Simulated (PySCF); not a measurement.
BrOY. Atoms are numbered in the order given.

```xyz
3

Y      0.3175     1.0142     0.0000
O     -1.0869     2.1298     0.0000
Br    -0.1053    -1.6169     0.0000
```

The structure is a stationary point at PBE0-D3(BJ)/def2-TZVP. The def2 effective core potentials stand for the cores of Y; spin–orbit coupling is left out.

Computed with PBE0-D3(BJ)/def2-TZVP (PySCF).

Frequencies are harmonic and unscaled.

```json
[
 {"mode": "1", "ν (cm⁻¹)": "113", "IR (km/mol)": "23.3", "moving atoms (share of kinetic energy)": "O 71 %, Br 16 %, Y 13 %"},
 {"mode": "2", "ν (cm⁻¹)": "244", "IR (km/mol)": "60.1", "moving atoms (share of kinetic energy)": "Y 49 %, Br 47 %"},
 {"mode": "3", "ν (cm⁻¹)": "879", "IR (km/mol)": "275.8", "moving atoms (share of kinetic energy)": "O 85 %, Y 15 %"}
]
```
